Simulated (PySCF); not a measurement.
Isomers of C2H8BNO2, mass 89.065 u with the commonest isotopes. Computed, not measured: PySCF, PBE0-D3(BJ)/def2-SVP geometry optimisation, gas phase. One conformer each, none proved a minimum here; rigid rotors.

**Question.** Order these by rotational constant B, smallest first.
A. `[CH3:1][C@@H:2]([NH2:3])[B:4]([OH:5])[OH:6]` with C1–C2–N3–H 72° and -176°, C1–C2–B4–O5 -129°, C2–B4–O5–H 180°, C2–B4–O6–H -1°
B. `[CH3:1][O:2][CH2:3][O:4][BH:5][NH2:6]` with C1–O2–C3–O4 -65°, O2–C3–O4–B5 179°, C3–O4–B5–N6 0°
C. `[CH3:1][N:2]([CH3:3])[B:4]([OH:5])[OH:6]` with N2–B4–O5–H 180°, N2–B4–O6–H 180°

**Answer.** B (1744 MHz), A (2921 MHz), C (3199 MHz).

**Question.** Order these by radius of gyration √(Σ m r²/M), smallest first.
A. `[CH3:1][C@@H:2]([NH2:3])[B:4]([OH:5])[OH:6]` with C1–C2–N3–H 72° and -176°, C1–C2–B4–O5 -129°, C2–B4–O5–H 180°, C2–B4–O6–H -1°
B. `[CH3:1][O:2][CH2:3][O:4][BH:5][NH2:6]` with C1–O2–C3–O4 -65°, O2–C3–O4–B5 179°, C3–O4–B5–N6 0°
C. `[CH3:1][N:2]([CH3:3])[B:4]([OH:5])[OH:6]` with N2–B4–O5–H 180°, N2–B4–O6–H 180°

**Answer.** C (1.703 Å), A (1.739 Å), B (1.903 Å).

**Question.** Order these by out-of-plane moment Σ m c² = (Ia + Ib − Ic)/2, smallest first.
A. `[CH3:1][C@@H:2]([NH2:3])[B:4]([OH:5])[OH:6]` with C1–C2–N3–H 72° and -176°, C1–C2–B4–O5 -129°, C2–B4–O5–H 180°, C2–B4–O6–H -1°
B. `[CH3:1][O:2][CH2:3][O:4][BH:5][NH2:6]` with C1–O2–C3–O4 -65°, O2–C3–O4–B5 179°, C3–O4–B5–N6 0°
C. `[CH3:1][N:2]([CH3:3])[B:4]([OH:5])[OH:6]` with N2–B4–O5–H 180°, N2–B4–O6–H 180°

**Answer.** C (3.19 u·Å²), A (11.59 u·Å²), B (13.15 u·Å²).

```
         SMILES  point group  Ia (u·Å²)  Ib (u·Å²)  Ic (u·Å²)      κ  μa (D)  μb (D)  μc (D)
         COCOBN           C1      45.95     289.73     309.38  -0.98    1.26    1.62    1.79
C[C@@H](N)B(O)O           C1     108.02     173.01     257.85  -0.29    1.47    1.00    0.04
     CN(C)B(O)O          C2v     103.66     157.96     255.23  -0.16    1.87    0.00    0.00
```
